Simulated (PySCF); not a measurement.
**State search for AuH**

Unrestricted PBE0; PySCF, scalar-relativistic core potentials, basis sets H def2-TZVPP, Au def2-TZVPP with ECP60. Outer shells of the fragments: H 1s1; Au 5d10 6s1.

Followed along the bond (rough minima from three points):

| 2Ms+1 | unpaired | ⟨S²⟩ at the start | R at minimum (Å) | Te (eV) |
| --- | --- | --- | --- | --- |
| 1 | none | 0.00 | 1.54 | 0.00 |
| 3 | σ ↑↑ | 2.00 | none in the scan | ≤ 2.88 |

Solutions found at the starting distance of 1.545 Å, counted from the lowest of them; the search is not exhaustive and high or unbound solutions are not listed, so other states can lie among these:

| 2Ms+1 | unpaired | term | E (eV) | ⟨S²⟩ | ⟨Lz²⟩ | μ (D) |
| --- | --- | --- | --- | --- | --- | --- |
| 1 | none | ¹Σ⁺ | 0.00 | 0.00 | 0.00 | 1.46 |
| 3 | σ ↑↑ | ³Σ⁺ | 3.00 | 2.00 | 0.00 | -0.63 |
| 3 | σ ↑, δ ↑ | ³Δ | 4.48 | 2.00 | 4.00 | 0.03 |
| 1 | σ ↑, δ ↓ | mixed | 4.53 | 1.01 | 4.00 | -0.10 |
| 3 | σ ↑, π ↑ | ³Π | 4.57 | 2.00 | 1.00 | 0.09 |
| 1 | σ ↑, π ↓ | mixed | 4.78 | 1.01 | 1.00 | -0.08 |
| 3 | σ ↑, π ↑ | ³Π | 5.65 | 2.00 | 1.06 | 0.28 |

A term symbol is given only where ⟨S²⟩ and ⟨Lz²⟩ are close to those of a pure state; real π, δ and φ orbitals otherwise mix terms. A positive dipole means H(−)Au(+).

Spin–orbit coupling is left out. Counting both spins, an empty level lies below a filled one in some of these solutions, because spin and occupation are held.
